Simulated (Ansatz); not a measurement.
Two isomers of C2H4OSi: A = `[SiH3]C1=CO1`, B = `O=C=C[SiH3]`.

Isolated molecules relaxed with PBE0-D4/def2-TZVP in Ansatz; ΔE leaves out vibrations. CCSD(T)/CBS adds triple-zeta CCSD(T) − MP2 to the extrapolated MP2 energy (def2 sets, frozen cores). Functionals use def2-TZVPP.

A:

```xyz
8

Si   -0.045   -0.136   -1.296
C     0.175   -0.038    0.501
C     0.228    0.090    1.787
O    -0.909    0.739    1.640
H    -1.298   -0.856   -1.632
H    -0.078    1.222   -1.893
H     1.134   -0.890   -1.791
H     0.793   -0.131    2.684
```

B:

```xyz
8

O    -0.191   -2.689   -0.459
C    -0.462   -1.566   -0.413
C    -0.732   -0.289   -0.345
Si    0.514    0.890    0.340
H    -1.703    0.032   -0.704
H     0.887    1.910   -0.675
H    -0.030    1.599    1.527
H     1.717    0.113    0.730
```

Which is lower in electronic energy at CCSD(T)/CBS, and by how much? (An estimate is asked.)

The calculation gave: B, by 302.5 kJ/mol.

Give E(B) − E(A) in kJ/mol with BLYP-D4, ωB97M-V, CCSD(T)/def2-TZVPP, MP2/def2-TZVPP, LDA (SPW92), CCSD(T)/def2-SVP, PBE0-D4. (Estimate.)

Ansatz gave: BLYP-D4 -299.1, ωB97M-V -320.8, CCSD(T)/def2-TZVPP -308.3, MP2/def2-TZVPP -320.4, LDA (SPW92) -303.7, CCSD(T)/def2-SVP -323.7, PBE0-D4 -318.8. None reverses the order clearly.

Does the order hold for the free energy at 298.15 K (harmonic terms from PBE0-D4)? (Best estimate.)

Computed: Yes: G(B) − G(A) = -295.6 kJ/mol.

Largest T1 diagnostic: 0.024.

From r2SCAN to r2SCAN0 (25 % exact exchange), in def2-TZVPP and without D4, E(B) − E(A) moves by −14.3 kJ/mol. In def2-TZVPP, CCSD(T) changes the Hartree–Fock value by +52.6 kJ/mol (the triples alone add +12.6 kJ/mol) and MP2 by +40.5 kJ/mol.
